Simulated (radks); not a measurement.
Valence configurations of the zinc ion Zn+ (all share [Ar]). Calculated with a radial shooting solver on a logarithmic mesh with Libxc functionals: scalar-relativistic Kohn-Sham, PBE, spin-unpolarised, spherical densities, finite nucleus; Fermi nuclear charge, rms radius 3.9283 fm. Energies are relative to 3d10 4s1; eigenvalues in eV.

[
 {"valence": "3d10 4s1", "E (eV)": "0.000", "e(3d)": "-19.761", "e(4p)": "-", "e(4s)": "-13.998"},
 {"valence": "3d9.5 4s1.5", "E (eV)": "3.424", "e(3d)": "-22.909", "e(4p)": "-", "e(4s)": "-14.935"},
 {"valence": "3d10 4p1", "E (eV)": "6.324", "e(3d)": "-21.548", "e(4p)": "-8.684", "e(4s)": "-"},
 {"valence": "3d9.5 4s1 4p0.5", "E (eV)": "6.731", "e(3d)": "-23.806", "e(4p)": "-8.818", "e(4s)": "-15.484"},
 {"valence": "3d9.5 4s0.5 4p1", "E (eV)": "10.089", "e(3d)": "-24.672", "e(4p)": "-9.240", "e(4s)": "-16.007"},
 {"valence": "3d9 4s1 4p1", "E (eV)": "15.027", "e(3d)": "-28.047", "e(4p)": "-9.811", "e(4s)": "-16.923"},
 {"valence": "3d8 4s2 4p1", "E (eV)": "28.864", "e(3d)": "-35.481", "e(4p)": "-10.975", "e(4s)": "-18.785"},
 {"valence": "3d8 4s1.5 4p1.5", "E (eV)": "32.791", "e(3d)": "-36.276", "e(4p)": "-11.339", "e(4s)": "-19.233"},
 {"valence": "3d8 4s1 4p2", "E (eV)": "36.758", "e(3d)": "-37.051", "e(4p)": "-11.689", "e(4s)": "-19.664"},
 {"valence": "3d7.5 4s2 4p1.5", "E (eV)": "42.075", "e(3d)": "-40.289", "e(4p)": "-11.917", "e(4s)": "-20.156"}
]

NIST lists [Ar] 3d10 4s1 as the ground configuration; this level of theory agrees among the configurations tried. The energies are those of spherical spin-averaged densities, not of single terms.
